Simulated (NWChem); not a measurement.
System: BeCl₂; SMILES [Cl][Be][Cl]

Input file for NWChem:

```
start job
memory heap 200 mb stack 900 mb global 1100 mb
geometry units angstroms
  Be    -0.000343     0.000266    -0.000290
  Cl     1.264414     0.308072    -1.189348
  Cl    -1.264414    -0.308072     1.189348
end
basis spherical
  * library 6-31g*
end
dft
  xc b3lyp
  iterations 150
end
driver
  maxiter 150
  tight
end
task dft optimize
```

Parts of the log:

```
             Northwest Computational Chemistry Package (NWChem) 7.3.0
             --------------------------------------------------------

 ORDER OF PRIMARY AXIS IS BEING SET TO 4
 D4H symmetry detected

 AUTOZ failed to generate good internal coordinates.
 Cartesian coordinates will be used in optimizations.

                             Geometry "geometry" -> ""
                             -------------------------

 Output coordinates in angstroms (scale by  1.889725989 to convert to a.u.)

  No.       Tag          Charge          X              Y              Z
 ---- ---------------- ---------- -------------- -------------- --------------
    1 Be                   4.0000     0.00000000     0.00000000     0.00000000
    2 Cl                  17.0000     0.00000000     0.00000000     1.76300873
    3 Cl                  17.0000     0.00000000     0.00000000    -1.76300873

 Effective nuclear repulsion energy (a.u.)      84.1936944111

      Symmetry information
      --------------------

 Group name             D4h
 Group number             28
 Group order              16
 No. of unique centers     2

                           NWChem Geometry Optimization
                           ----------------------------

 maximum gradient threshold         (gmax) =   0.000015
 rms gradient threshold             (grms) =   0.000010
 maximum cartesian step threshold   (xmax) =   0.000060
 rms cartesian step threshold       (xrms) =   0.000040
 fixed trust radius                (trust) =   0.300000
 source of zmatrix                         =

          -------------------
          Energy Minimization
          -------------------

 Using diagonal initial Hessian

          --------
          Step   0

                                 NWChem DFT Module
                                 -----------------

 Summary of "ao basis" -> "ao basis" (spherical)
 ------------------------------------------------------------------------------
       Tag                 Description            Shells   Functions and Types
 ---------------- ------------------------------  ------  ---------------------
 Be                          6-31g*                  6       14   3s2p1d
 Cl                          6-31g*                  8       18   4s3p1d

      Symmetry analysis of basis
      --------------------------

        a1g        12
        a1u         0
        a2g         0
        a2u        10
        b1g         2
        b1u         1
        b2g         2
        b2u         1
        eg         10
        eu         12

            General Information
            -------------------
          SCF calculation type: DFT
          Wavefunction type:  closed shell.
          No. of atoms     :     3
          No. of electrons :    38
           Alpha electrons :    19
            Beta electrons :    19
          Charge           :     0
          Spin multiplicity:     1
          Use of symmetry is: on ; symmetry adaption is: on
          Maximum number of iterations: 150
          AO basis - number of functions:    50
                     number of shells:    22
          Convergence on energy requested:  1.00D-06
          Convergence on density requested:  1.00D-05
          Convergence on gradient requested:  5.00D-04

              XC Information
              --------------
                         B3LYP Method XC Potential
                     Hartree-Fock (Exact) Exchange  0.200
                        Slater Exchange Functional  0.800 local
                    Becke 1988 Exchange Functional  0.720 non-local
              Lee-Yang-Parr Correlation Functional  0.810
                  VWN I RPA Correlation Functional  0.190 local

             Grid Information
             ----------------
          Grid used for XC integration:  medium
          Radial quadrature: Mura-Knowles
          Angular quadrature: Lebedev.
          Tag              B.-S. Rad. Rad. Pts. Rad. Cut. Ang. Pts.
          ---              ---------- --------- --------- ---------
          Be                  1.05       49           7.0       434
          Cl                  1.00       88          10.0       590
          Grid pruning is: on
          Number of quadrature shells:   137
          Spatial weights used:  Erf1

      Superposition of Atomic Density Guess
      -------------------------------------

 Sum of atomic energies:        -933.46792947

      Non-variational initial energy
      ------------------------------

 Total energy =    -934.109119
 1-e energy   =   -1456.432362
 2-e energy   =     438.129548
 HOMO         =      -0.459671
 LUMO         =       0.034349

      Symmetry analysis of molecular orbitals - initial
      -------------------------------------------------

 !! scf_movecs_sym_adapt:    6 vectors were symmetry contaminated

  Symmetry fudging

 !! scf_movecs_sym_adapt:    4 vectors were symmetry contaminated

  Numbering of irreducible representations:

     1 a1g         2 a1u         3 a2g         4 a2u         5 b1g
     6 b1u         7 b2g         8 b2u         9 eg         10 eu

  Orbital symmetries:

     1 a1g         2 a2u         3 a1g         4 a2u         5 a1g
     6 a2u         7 eu          8 eu          9 eg         10 eg
    11 a1g        12 a1g        13 a2u        14 a1g        15 a2u
    16 eu         17 eu         18 eg         19 eg         20 a1g
    21 eu         22 eu         23 a2u        24 eu         25 eu
    26 a1g        27 a2u        28 a1g        29 eg

   convergence    iter        energy       DeltaE   RMS-Dens  Diis-err
 ---------------- ----- ----------------- --------- --------- ---------
 d= 0,ls=0.0,diis     1   -935.2468131890 -1.02D+03  1.64D-02  2.92D-01
 d= 0,ls=0.0,diis     2   -935.2585975859 -1.18D-02  9.00D-03  1.85D-01
 d= 0,ls=0.0,diis     3   -935.2855030789 -2.69D-02  2.14D-03  1.43D-02
 d= 0,ls=0.0,diis     4   -935.2877972710 -2.29D-03  3.36D-04  2.20D-04
 d= 0,ls=0.0,diis     5   -935.2878302508 -3.30D-05  2.98D-05  3.59D-06
 d= 0,ls=0.0,diis     6   -935.2878307319 -4.81D-07  6.67D-06  9.23D-08

         Total DFT energy =     -935.287830731869
      One electron energy =    -1458.271172514175
           Coulomb energy =      498.309896438993
    Exchange-Corr. energy =      -59.520249067827
 Nuclear repulsion energy =       84.193694411140

 Numeric. integr. density =       37.999999915334

                  Occupations of the irreducible representations
                  ----------------------------------------------

                     irrep           alpha         beta
                     --------     --------     --------
                     a1g               6.0          6.0
                     a1u               0.0          0.0
                     a2g               0.0          0.0
                     a2u               5.0          5.0
                     b1g               0.0          0.0
                     b1u               0.0          0.0
                     b2g               0.0          0.0
                     b2u               0.0          0.0
                     eg                4.0          4.0
                     eu                4.0          4.0

                       DFT Final Molecular Orbital Analysis
                       ------------------------------------

 Vector   17  Occ=2.000000D+00  E=-3.613317D-01  Symmetry=eu
              MO Center= -9.0D-16,  1.1D-15, -7.1D-17, r^2= 3.8D+00
   Bfn.  Coefficient  Atom+Function         Bfn.  Coefficient  Atom+Function
  ----- ------------  ---------------      ----- ------------  ---------------
    22      0.368774  2 Cl py                40      0.368774  3 Cl py
    21     -0.308849  2 Cl px                39     -0.308849  3 Cl px
    26      0.180358  2 Cl py                44      0.180358  3 Cl py
    25     -0.151050  2 Cl px                43     -0.151050  3 Cl px
    18     -0.144716  2 Cl py                36     -0.144716  3 Cl py

 Vector   18  Occ=2.000000D+00  E=-3.388952D-01  Symmetry=eg
              MO Center=  1.0D-15, -1.9D-15,  1.3D-14, r^2= 4.2D+00
   Bfn.  Coefficient  Atom+Function         Bfn.  Coefficient  Atom+Function
  ----- ------------  ---------------      ----- ------------  ---------------
    21      0.430421  2 Cl px                39     -0.430421  3 Cl px
    22     -0.279707  2 Cl py                40      0.279707  3 Cl py
    25      0.236354  2 Cl px                43     -0.236354  3 Cl px
    17     -0.168858  2 Cl px                35      0.168858  3 Cl px
    26     -0.153593  2 Cl py                44      0.153593  3 Cl py

 Vector   19  Occ=2.000000D+00  E=-3.388952D-01  Symmetry=eg
              MO Center= -5.3D-17,  7.9D-17,  1.2D-13, r^2= 4.2D+00
   Bfn.  Coefficient  Atom+Function         Bfn.  Coefficient  Atom+Function
  ----- ------------  ---------------      ----- ------------  ---------------
    22      0.430421  2 Cl py                40     -0.430421  3 Cl py
    21      0.279707  2 Cl px                39     -0.279707  3 Cl px
    26      0.236354  2 Cl py                44     -0.236354  3 Cl py
    18     -0.168858  2 Cl py                36      0.168858  3 Cl py
    25      0.153593  2 Cl px                43     -0.153593  3 Cl px

 Vector   20  Occ=0.000000D+00  E= 6.734122D-04  Symmetry=eu
              MO Center=  3.2D-18, -2.5D-17,  6.3D-16, r^2= 3.1D+00
   Bfn.  Coefficient  Atom+Function         Bfn.  Coefficient  Atom+Function
  ----- ------------  ---------------      ----- ------------  ---------------
     8      0.715021  1 Be py                 4      0.534233  1 Be py
    26     -0.316314  2 Cl py                44     -0.316314  3 Cl py
    22     -0.248643  2 Cl py                40     -0.248643  3 Cl py
    18      0.092984  2 Cl py                36      0.092984  3 Cl py
     7     -0.091197  1 Be px                29     -0.071181  2 Cl d -1

 Vector   21  Occ=0.000000D+00  E= 6.734122D-04  Symmetry=eu
              MO Center=  1.4D-14,  1.9D-15, -4.2D-15, r^2= 3.1D+00
   Bfn.  Coefficient  Atom+Function         Bfn.  Coefficient  Atom+Function
  ----- ------------  ---------------      ----- ------------  ---------------
     7      0.715021  1 Be px                 3      0.534233  1 Be px
    25     -0.316314  2 Cl px                43     -0.316314  3 Cl px
    21     -0.248643  2 Cl px                39     -0.248643  3 Cl px
    17      0.092984  2 Cl px                35      0.092984  3 Cl px
     8      0.091197  1 Be py                31      0.071181  2 Cl d  1

 Vector   22  Occ=0.000000D+00  E= 8.981694D-03  Symmetry=a1g
              MO Center= -1.4D-14, -1.4D-15,  6.0D-15, r^2= 4.0D+00
   Bfn.  Coefficient  Atom+Function         Bfn.  Coefficient  Atom+Function
  ----- ------------  ---------------      ----- ------------  ---------------
     6      1.867395  1 Be s                 24     -0.524493  2 Cl s
    42     -0.524493  3 Cl s                 27      0.457929  2 Cl pz
    45     -0.457929  3 Cl pz                20     -0.239805  2 Cl s
    38     -0.239805  3 Cl s                 23      0.232904  2 Cl pz
    41     -0.232904  3 Cl pz                 1     -0.155145  1 Be s

     Multipole analysis of the density
     ---------------------------------

     L   x y z        total         alpha         beta         nuclear
     -   - - -        -----         -----         ----         -------
     0   0 0 0     -0.000000    -19.000000    -19.000000     38.000000

     1   1 0 0      0.000000      0.000000      0.000000      0.000000
     1   0 1 0     -0.000000     -0.000000     -0.000000      0.000000
     1   0 0 1      0.000000      0.000000      0.000000      0.000000

     2   2 0 0    -21.800167    -10.900083    -10.900083      0.000000
     2   1 1 0      0.000000      0.000000      0.000000      0.000000
     2   1 0 1      0.000000      0.000000      0.000000      0.000000
     2   0 2 0    -21.800167    -10.900083    -10.900083      0.000000
     2   0 1 1     -0.000000     -0.000000     -0.000000      0.000000
     2   0 0 2    -25.534769   -201.460267   -201.460267    377.385765

            General Information
            -------------------
          SCF calculation type: DFT
          Wavefunction type:  closed shell.
          No. of atoms     :     3
          No. of electrons :    38
           Alpha electrons :    19
            Beta electrons :    19
          Charge           :     0
          Spin multiplicity:     1
          Use of symmetry is: on ; symmetry adaption is: on
          Maximum number of iterations: 150
          AO basis - number of functions:    50
                     number of shells:    22
          Convergence on energy requested:  1.00D-06
          Convergence on density requested:  1.00D-05
          Convergence on gradient requested:  5.00D-04

              XC Information
              --------------
                         B3LYP Method XC Potential
                     Hartree-Fock (Exact) Exchange  0.200
                        Slater Exchange Functional  0.800 local
                    Becke 1988 Exchange Functional  0.720 non-local
              Lee-Yang-Parr Correlation Functional  0.810
                  VWN I RPA Correlation Functional  0.190 local

             Grid Information
             ----------------
          Grid used for XC integration:  medium
          Radial quadrature: Mura-Knowles
          Angular quadrature: Lebedev.
          Tag              B.-S. Rad. Rad. Pts. Rad. Cut. Ang. Pts.
          ---              ---------- --------- --------- ---------
          Be                  1.05       49           7.0       434
          Cl                  1.00       88          10.0       590
          Grid pruning is: on
          Number of quadrature shells:   137
          Spatial weights used:  Erf1

[...]

      ----------------------
      Optimization converged
      ----------------------

  Step       Energy      Delta E   Gmax     Grms     Xrms     Xmax
  ---- ---------------- -------- -------- -------- -------- --------
@    4    -935.28909021 -3.4D-09  0.00000  0.00000  0.00001  0.00002
                                     ok       ok       ok       ok

                         Geometry "geometry" -> "geometry"
                         ---------------------------------

 Output coordinates in angstroms (scale by  1.889725989 to convert to a.u.)

  No.       Tag          Charge          X              Y              Z
 ---- ---------------- ---------- -------------- -------------- --------------
    1 Be                   4.0000     0.00000000     0.00000000     0.00000000
    2 Cl                  17.0000     0.00000000     0.00000000     1.80249089
    3 Cl                  17.0000     0.00000000     0.00000000    -1.80249089

 Effective nuclear repulsion energy (a.u.)      82.3494970201

      Symmetry information
      --------------------

 Group name             D4h
 Group number             28
 Group order              16
 No. of unique centers     2

 ==============================================================================
                                internuclear distances
 ------------------------------------------------------------------------------
       center one      |      center two      | atomic units |  angstroms
 ------------------------------------------------------------------------------
    2 Cl               |   1 Be               |     3.40621  |     1.80249
    3 Cl               |   1 Be               |     3.40621  |     1.80249
 ------------------------------------------------------------------------------
                         number of included internuclear distances:          2
 ==============================================================================
```

Level: B3LYP/6-31G* (spherical d).
